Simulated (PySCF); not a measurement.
Gas-phase equilibrium of 1 mol NO, 0.58 mol O2 at 2000 K and 0.00133 bar, among 8 species (O2, N2, O, NO, O3, N, N2O, NO2). Only gases are allowed; each row takes one source of thermochemistry for all species, and Cantera finds the minimum.

Method: PySCF energies (xtb for GFN2) plus ideal-gas RRHO corrections (1 bar). The comparison is the NASA 1993 polynomial table, which mixes measured and estimated data. After a fit of one offset per element over all species, the range-separated, M06-2X, PBE0/def2-QZVP and CCSD(T)/def2-TZVPP enthalpies, where run, lie to one side of the table for O3 (+19 kJ/mol): a fault of the table's entry, another state or a shared error of the levels is possible; this was not checked at source. † marks an energy on the PBE0/def2-TZVP geometry and frequencies; other levels use their own. MP2 and CCSD(T) freeze the core. Open shells (unrestricted) among the columns below: O2 (multiplicity 3), O (multiplicity 3, electronic degeneracy 9), NO (multiplicity 2, electronic degeneracy 4), NO2 (multiplicity 2); the rest are closed-shell singlets. GFN2 has no spin-polarisation term. Spin-orbit splitting is ignored; it lowers the true energy and changes the entropy of O, NO. B3LYP is the form with VWN-RPA correlation. MP2 isn't extrapolated to the basis-set limit. CCSD(T) isn't extrapolated to the basis-set limit. The harmonic model lacks anharmonicity and excited electronic states, which grow with temperature; levels with a mode under 35 cm⁻¹ are left out. Strong static correlation: O3. Warning, large T1 diagnostic: O3 (CCSD(T)/def2-TZVPP†).

Molecules larger than those listed are left out. Table species left out: NO3.

Mole fractions:

| thermochemistry | x NO2 | x O2 | x N2 | x O | x N2O | x O3 | x NO |
|---|---|---|---|---|---|---|---|
| table | 9.7e-7 | 0.67 | 0.31 | 0.015 | 1.1e-8 | 1.2e-9 | 0.0086 |
| B3LYP/def2-TZVP† | 1.3e-6 | 0.67 | 0.31 | 0.011 | 1.8e-8 | 3.6e-11 | 0.0097 |
| CCSD(T)/def2-TZVPP† | 4.7e-7 | 0.65 | 0.31 | 0.039 | 5.3e-9 | 1.8e-10 | 0.0088 |
| GFN2-xTB | 0.89 | 0.080 | 2.2e-5 | 4.7e-9 | 0.014 | 0.011 | 0.0026 |
| MP2/def2-TZVPP† | 1.6e-6 | 0.67 | 0.31 | 0.0091 | 3.7e-8 | 1.9e-9 | 0.0044 |
| PBE0/def2-TZVP | 2.5e-6 | 0.67 | 0.31 | 0.0100 | 4.5e-8 | 2.6e-11 | 0.0095 |
| ωB97X-V/def2-TZVP† | 6.9e-7 | 0.67 | 0.31 | 0.0077 | 7.2e-9 | 1.6e-11 | 0.0099 |
The most sensitive of these is O3: it spans a factor of 10^8.9 over these rows; at this temperature one factor of ten is RT ln 10 = 38 kJ/mol.
